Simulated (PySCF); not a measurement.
C8H12, SMILES C1=CCCC=CCC1. Atoms are numbered in the order given.

```xyz
20

C     -1.7298    -0.1173    -0.6690
C     -1.7298    -0.1173     0.6690
C     -0.6504     0.4213     1.5663
C      0.6504    -0.4213     1.5663
C      1.7298     0.1173     0.6690
C      1.7298     0.1173    -0.6690
C      0.6504    -0.4213    -1.5663
C     -0.6504     0.4213    -1.5663
H     -2.5884    -0.5804    -1.1688
H     -2.5884    -0.5804     1.1688
H     -0.3988     1.4579     1.2813
H     -1.0438     0.4737     2.5925
H      1.0438    -0.4737     2.5925
H      0.3988    -1.4579     1.2813
H      2.5884     0.5804     1.1688
H      2.5884     0.5804    -1.1688
H      0.3988    -1.4579    -1.2813
H      1.0438    -0.4737    -2.5925
H     -0.3988     1.4579    -1.2813
H     -1.0438     0.4737    -2.5925
```

Geometry: PBE0-D3(BJ)/def2-SVP. Other conformers were not sampled.

Calculation: PBE0/pcSseg-1 (PySCF).

GIAO shieldings, no solvent; atoms alike by connectivity are averaged. δ = σ(ref) − σ: ¹³C against TMS (σ = 186.3 ppm); ¹H against TMS (σ = 31.56 ppm), references at their B3LYP-D3(BJ)/def2-TZVP geometries, non-relativistic.

Computed chemical shifts:
```tsv
nucleus	atoms	count	δ (ppm)
¹³C	C1, C2, C5, C6	4	145.9
¹³C	C3, C4, C7, C8	4	34.0
¹H	H9, H10, H15, H16	4	6.58
¹H	H11, H12, H13, H14, H17, H18, H19, H20	8	2.25
```
